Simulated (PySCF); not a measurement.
Compound: C8H9 (doublet state).
Structure used (GFN2-xTB), in Å, numbered top down from 1:
```xyz
17
C8H9 angstrom
C      1.2675   -1.7741    0.6583
C      1.2838   -0.4081    0.4875
C      2.1112    0.2215   -0.3708
C      2.9000    0.8582   -1.1658
C      0.3124    0.4558    1.2792
C     -1.0157    0.3799    0.6975
C     -2.1020    0.2919    0.1992
C     -3.4226    0.2043   -0.3880
H      0.5841   -2.2339    1.3476
H      1.9285   -2.4120    0.1008
H      2.6395    1.0737   -2.1952
H      3.8777    1.2115   -0.8589
H      0.6475    1.4966    1.2770
H      0.2720    0.1023    2.3135
H     -3.4892    0.8574   -1.2583
H     -4.1763    0.5074    0.3391
H     -3.6253   -0.8205   -0.6995
```

The hyperfine couplings belong to this conformer and change with its torsions.

Identity: `[CH2]C(=C=C)CC#CC` [radical].

Level of theory: PySCF 2.14.0, UKS B3LYP, pcH-1 on C H, non-relativistic, mean-field spin-orbit, GIAO. Geometry: GFN2-xTB, one conformer, isolated molecule. Couplings are sensitive to structure, and on GFN2-xTB geometries they can be far from those on DFT ones. Stability of the SCF solution: not tested. ⟨S²⟩ is 0.776 where a pure state has 0.75.

What is the g tensor, term by term?

```json
{"Δg (ppm)": "relativistic mass correction", "1": "-138", "2": "-138", "3": "-138"}
{"Δg (ppm)": "gauge correction", "1": "24", "2": "15", "3": "35"}
{"Δg (ppm)": "orbital Zeeman/spin–orbit", "1": "-46", "2": "19", "3": "610"}
{"Δg (ppm)": "total", "1": "-160", "2": "-104", "3": "508"}
```

So g = 2.00216, 2.00222, 2.00283 and g_iso = 2.00240; the tensor is close to axial: the two nearest values differ by 8 % of g3 − g1. 

What effective moment and Curie constant follow for a powder?

With the mean of g² = 4.0096 and S(S+1) = 0.75: μ_eff = √(⟨g²⟩S(S+1)) = 1.734 μB and χT = 0.12505·⟨g²⟩·S(S+1) = 0.376 cm³ K/mol (cgs; spin-Hamiltonian part alone).

At 33.842 GHz, how far is the centre of the isotropic spectrum from where a free electron (g = 2.002319) resonates?

B = hν/(g μB) with μB/h = 13.99624 MHz/mT gives 1207.57 mT for the free electron and 1207.52 mT at g_iso, 0.05 mT lower.

What are the electron Larmor frequencies g μB B/h along the three axes at 3350 mT?

93.8761, 93.8787, 93.9074 GHz for g1, g2 and g3, a range of 31.3 MHz.

In a frozen sample, at which fields do the three g values resonate at 9.5, 34, 94 and 263 GHz (hyperfine left aside), and which band first spreads them over more than twice a line width of 1.0 mT?

```
band    GHz  B(g3) mT  B(g2) mT  B(g1) mT  spread mT
   X    9.5    338.90    339.00    339.01       0.11
   Q   34.0   1212.90   1213.27   1213.30       0.40
   W   94.0   3353.30   3354.33   3354.42       1.12
   J  263.0   9382.11   9384.98   9385.24       3.13
```

The spread grows in proportion to the frequency. J band is the first where it exceeds 2.0 mT.

Largest spin populations (Mulliken): C1 (+0.73), C3 (+0.58), C2 (-0.24) and C4 (-0.11). The positive populations add up to 1.43 and the negative ones to -0.43, together 2S = 1. The angles at C1 add up to 360.0°, so it is planar; its axial dipolar tensor and the negative couplings of its protons fit spin in a p orbital normal to that plane.

The HOMO–LUMO gaps are 5.32 eV among the α and 4.76 eV among the β orbitals.
